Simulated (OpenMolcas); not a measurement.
An atom or ion with 45 electrons was computed by XMS-CASPT2, IPEA 0.25 Eh, imaginary shift 0.1 Eh with spin-orbit coupling (OpenMolcas, ANO-RCC-VTZP, DKH2). The lowest levels that the run gave, each within 12 % of the measured value where one is at hand:

| J | Parity | E (cm⁻¹) | g |
| --- | --- | --- | --- |
| 5/2 | even | 0.0 | 1.200 |
| 3/2 | even | 3630 | 0.800 |
| 9/2 | even | 27030 | 1.333 |
| 7/2 | even | 28910 | 1.230 |
| 5/2 | even | 30690 | 1.028 |
| 3/2 | even | 31710 | 0.423 |
| 7/2 | even | 33720 | 1.150 |
| 5/2 | even | 36090 | 1.002 |
| 5/2 | even | 38070 | 1.414 |
| 3/2 | even | 39320 | 1.510 |
| 1/2 | even | 40620 | 2.662 |
| 3/2 | even | 41560 | 1.115 |

Q: Which ion is it, and what are the configurations and terms?

A: Pd+ (Z = 46, charge +1; active space 9 electrons in 6 orbitals (4d 5s)). J, parity and g give the terms where levels are pure, and mixed ones are named by the computed weights; the size of the splittings, set against known spectra of the 45-electron sequence, gives the charge. In order, with the measured energies in cm⁻¹ (NIST Handbook of Basic Atomic Spectroscopic Data): 4d⁹ ²D_5/2, 4d⁹ ²D_3/2 (3539), 4d⁸ 5s ⁴F_9/2 (25084), 4d⁸ 5s ⁴F_7/2 (27097), 4d⁸ 5s ⁴F_5/2 (28929), 4d⁸ 5s ⁴F_3/2 (29948), 4d⁸ 5s ²F_7/2 (32281), 4d⁸ 5s ²F_5/2 [71 %] (34425), 4d⁸ 5s ⁴P_5/2 [72 %], 4d⁸ 5s ⁴P_3/2 [73 %], 4d⁸ 5s ⁴P_1/2, 4d⁸ 5s ²D_3/2 [55 %].

Term energies are means over components that CASPT2 splits; among the terms shown or strongly mixed into the levels shown the widest spread is 1600 cm-1 (4d⁸ 5s ²F). Terms from blocks run as CI alone lack orbitals of their own. A single d shell beside an s shell can misplace configurations of different d count against each other. Measured partners are found by configuration, term and J. A level has none where our copy of the source lacks it or the pairing is in doubt (some pairs that miss far off the trend of their configuration count as doubtful), and it then counts in no deviation. Levels of configurations outside the active space are missing.

A share in square brackets marks a mixed level and gives the weight of the term that names it.
